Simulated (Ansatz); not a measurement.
PBE exchange is replaced step by step with exact exchange (0 % is PBE, 25 % PBE0; no dispersion term), basis def2-TZVPD, Ansatz. System: B5⁻ (the lowest singlet isomer of a short search). Total charge -1; singlet. Geometry: r2SCAN-D4/def2-SVPD.

Geometry of the singlet:

```csv
atom,x (Å),y (Å),z (Å)
B1,-1.002,-0.043,-0.606
B2,1.677,-0.266,0.109
B3,-1.377,0.559,0.829
B4,0.501,-0.445,-0.962
B5,0.201,0.195,0.629
```

The restricted singlet is unstable towards broken spin symmetry at other levels; at PBE with 5 % exact exchange/def2-TZVPD, PBE with 10 % exact exchange/def2-TZVPD, PBE with 15 % exact exchange/def2-TZVPD, PBE with 35 % exact exchange/def2-TZVPD and others this wasn't settled. At PBE0-D4/def2-TZVPD the restricted singlet is unstable: a solution with broken spin symmetry lies lower. The geometry of the singlet was relaxed on an unsound state (restricted singlet, unstable towards broken spin symmetry at other levels and untested here). The order of the spin states hangs on the level: the triplet lies 0.13 eV below the singlet at PBE with 35 % exact exchange/def2-TZVPD, but 0.19 eV above it at PBE-D4/def2-TZVPD. The singlet is doubtful at PBE with 35 % exact exchange/def2-TZVPD (restricted singlet, unstable towards broken spin symmetry at other levels and untested here). The triplet is doubtful at PBE with 35 % exact exchange/def2-TZVPD (⟨S²⟩ 2.32, where a pure state has 2.00). The structure comes from a short search, and lower isomers may exist.

```tsv
exact exchange (%)	HOMO (eV)	LUMO (eV)	gap (eV)
0	-0.10	0.74	0.84
5	-0.24	0.91	1.15
10	-0.39	1.08	1.47
15	-0.53	1.25	1.78
35	-1.12	1.92	3.04
50	-1.58	2.38	3.96
```

(1) Estimate the row for 25 %.

## Answers

(1) 
```csv
exact exchange (%),HOMO (eV),LUMO (eV),gap (eV)
25,-0.82,1.59,2.41
```
